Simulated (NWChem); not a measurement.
# Total energies of CH$_{2}$N

SMILES: C=[N]
```xyz
4

C      0.0000     0.0000    -0.5021
N      0.0000     0.0000     0.7402
H     -0.9435     0.0000    -1.0845
H      0.9435     0.0000    -1.0845
```
Charge 0, spin multiplicity 2.

The numbers come from NWChem runs, not from measurements. All single points use one geometry, from UPBE0/def2-SVP, a minimum by its harmonic frequencies.

Basis set: cc-pVDZ (38 functions).

```json
[
 {"method": "UHF", "total energy (Ha)": "-93.44023"},
 {"method": "UMP2", "total energy (Ha)": "-93.68676"},
 {"method": "UB2PLYP", "total energy (Ha)": "-93.88837"},
 {"method": "UPBE", "total energy (Ha)": "-93.86617"},
 {"method": "UB3LYP", "total energy (Ha)": "-93.98719"},
 {"method": "UBP86", "total energy (Ha)": "-93.98384"}
]
```

Total energies of different functionals aren't comparable as a measure of quality: only differences taken within one method are. 

The correlated methods keep 2 core orbitals frozen. B3LYP has NWChem's definition, with VWN1-RPA local correlation. The structure started from a generated list of species. The unpaired electrons of the parent sit in orbitals of symmetry b1 (C2v labels of the run); other states weren't searched. The stability of the SCF solutions was not checked. Open-shell Hartree-Fock references start from PBE0 orbitals.
